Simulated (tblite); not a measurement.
Species: C6H11NOS.
Atom-mapped SMILES: `[CH3:1][C@@H:2]([C:3]#[N:4])[CH2:5][CH2:6][S@@:7]([CH3:8])=[O:9]` (hydrogens: H10, H11, H12 on C1; H13 on C2; H14, H15 on C5; H16, H17 on C6; H18, H19, H20 on C8)

Computed geometry: GFN2-xTB, gas phase.

Question: List the bond lengths, angles and torsions at this level.

Answer: 
```json
{"bond": "C1–C2", "length (Å)": "1.531", "order": "single"}
{"bond": "C2–C3", "length (Å)": "1.444", "order": "single"}
{"bond": "C3≡N4", "length (Å)": "1.143", "order": "triple"}
{"bond": "C2–C5", "length (Å)": "1.537", "order": "single"}
{"bond": "C5–C6", "length (Å)": "1.519", "order": "single"}
{"bond": "C6–S7", "length (Å)": "1.866", "order": "single"}
{"bond": "S7–C8", "length (Å)": "1.844", "order": "single"}
{"bond": "S7=O9", "length (Å)": "1.464", "order": "double"}
{"bond": "C1–H10, C1–H11, C1–H12", "length (Å)": "1.088", "order": "single"}
{"bond": "C2–H13", "length (Å)": "1.098", "order": "single"}
{"bond": "C5–H14", "length (Å)": "1.093", "order": "single"}
{"bond": "C5–H15", "length (Å)": "1.093", "order": "single"}
{"bond": "C6–H16", "length (Å)": "1.088", "order": "single"}
{"bond": "C6–H17", "length (Å)": "1.089", "order": "single"}
{"bond": "C8–H18, C8–H19, C8–H20", "length (Å)": "1.084", "order": "single"}
```

Bonds in one row agree within 0.01 Å and their mean is given. Orders are formal, as drawn. A selection of angles:
```json
{"angle": "C1–C2–C3", "degrees": "109.7"}
{"angle": "C1–C2–C5", "degrees": "111.6"}
{"angle": "C3–C2–C5", "degrees": "109.8"}
{"angle": "C2–C3–N4", "degrees": "179.1"}
{"angle": "C2–C5–C6", "degrees": "112.0"}
{"angle": "C5–C6–S7", "degrees": "108.5"}
{"angle": "C6–S7–C8", "degrees": "95.0"}
{"angle": "C6–S7–O9", "degrees": "105.1"}
{"angle": "C8–S7–O9", "degrees": "106.6"}
```

Torsions: C1–C2–C5–C6 178° (antiperiplanar); C2–C5–C6–S7 -62° (synclinal); C5–C6–S7–C8 -165° (antiperiplanar).

The 2 C–S bonds span 1.844 Å (S7–C8, drawn single) to 1.866 Å (C6–S7, drawn single), a spread of 0.022 Å. S7 (sulfinyl sulfur) is pyramidal (angles 106.6°, 105.1° and 95.0°, sum 306.6°, 0.74 Å off the plane of its three neighbours). Of the pairs four or more bonds apart, S7···H13 is among the closest relative to their van der Waals radii: 2.65 Å, 88 % of the sum of Bondi's values. The 4 C–C bonds span 1.444 Å (C2–C3, drawn single) to 1.537 Å (C2–C5, drawn single), a spread of 0.093 Å.

Point group: C1 (no symmetry element, even within 0.4 Å). Its GFN2-xTB frequencies are all real (lowest 31 cm⁻¹). The numbers are those of one conformer.
